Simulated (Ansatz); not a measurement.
A structure relaxed at PBE-D4/def2-SVP in Ansatz, charge 0, singlet:

| atom | x (Å) | y (Å) | z (Å) |
| --- | --- | --- | --- |
| B1 | 0.896 | 0.064 | -2.250 |
| B2 | -0.241 | 1.399 | 2.041 |
| B3 | 1.471 | 0.249 | 0.286 |
| B4 | -0.806 | 1.142 | -0.595 |
| B5 | -1.314 | -1.186 | -1.654 |
| B6 | -0.732 | -0.998 | 0.881 |
| B7 | 0.970 | -2.082 | -0.770 |
| N8 | -0.938 | 2.033 | 0.787 |
| N9 | 0.707 | 0.939 | -0.876 |
| N10 | 0.228 | -1.323 | -1.930 |
| N11 | 1.257 | 1.172 | 1.637 |
| N12 | -0.866 | -0.029 | 2.210 |
| N13 | 0.779 | -1.118 | 0.542 |
| N14 | -1.411 | -0.259 | -0.305 |
| H15 | 2.106 | -0.041 | -2.455 |
| H16 | 0.308 | 0.665 | -3.151 |
| H17 | -0.360 | 2.092 | 3.052 |
| H18 | 2.682 | 0.177 | 0.122 |
| H19 | -1.399 | 1.778 | -1.457 |
| H20 | -1.895 | -0.581 | -2.557 |
| H21 | -1.836 | -2.271 | -1.392 |
| H22 | -1.266 | -2.057 | 1.187 |
| H23 | 2.180 | -2.180 | -0.980 |
| H24 | 0.440 | -3.164 | -0.511 |
| H25 | -0.570 | 2.978 | 0.600 |
| H26 | -1.938 | 2.203 | 0.969 |
| H27 | 1.156 | 1.827 | -1.135 |
| H28 | 0.327 | -1.901 | -2.774 |
| H29 | 1.741 | 2.071 | 1.493 |
| H30 | 1.787 | 0.742 | 2.410 |
| H31 | -0.448 | -0.522 | 3.013 |
| H32 | -1.863 | 0.033 | 2.466 |
| H33 | 1.276 | -1.653 | 1.265 |
| H34 | -2.428 | -0.200 | -0.168 |

(1) Give its formula and point group.

(2) Summarise the bond lengths by kind (pairs closer than 1.2 times the sum of covalent radii, bridged metal pairs left out).

Results:

(1) B₇N₇H₂₀, a nanocrystal cut from zinc blende BN (hydrogen-capped). Point group C3v (tolerance 0.1 Å).

(2) 18 × B–N 1.55 to 1.65 Å; 10 × H–N 1.03 Å; 10 × B–H 1.22 to 1.23 Å.
